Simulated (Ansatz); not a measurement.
Basis sets compared for SnEtF3 (C₂H₅F₃Sn). The state is a singlet with charge 0. Geometry r2SCAN-D4/def2-SVP. Ansatz on 2 threads of AMD EPYC 7R13 on a shared host; times are rough, and most runs start from earlier orbitals.

```xyz
11

Sn    0.813    0.710   -1.090
C     0.274   -0.070    0.834
C    -1.078   -0.772    0.773
H     0.281    0.795    1.516
H     1.097   -0.742    1.125
H    -1.348   -1.155    1.771
H    -1.880   -0.090    0.451
H    -1.065   -1.629    0.083
F    -0.574    1.820   -1.840
F     1.077   -0.659   -2.422
F     2.404    1.792   -1.201
```

In the def2 sets Sn takes a core potential; there is no spin–orbit coupling.

Binding counts from free atoms (Sn triplet, C triplet, H doublet, F doublet) in the same basis, without a counterpoise term.

```
           level  functions  energy (Eh)  HOMO (eV)  LUMO (eV)  binding per atom (eV)  wall time
 PBE-D4/def2-SVP        121    -592.4445      -7.89      -2.71                   3.92      1.4 s
PBE0-D4/def2-SVP        121    -592.4634      -9.39      -1.80                   3.81      2.4 s
```

(1) Estimate the rows for PBE-D4/def2-TZVP, PBE0-D4/def2-TZVP.

## Answers

(1) 
| level | functions | energy (Eh) | HOMO (eV) | LUMO (eV) | binding per atom (eV) | wall time |
| --- | --- | --- | --- | --- | --- | --- |
| PBE-D4/def2-TZVP | 235 | -592.9378 | -8.12 | -3.01 | 3.94 | 3.1 s |
| PBE0-D4/def2-TZVP | 235 | -592.9504 | -9.50 | -2.04 | 3.83 | 5.5 s |
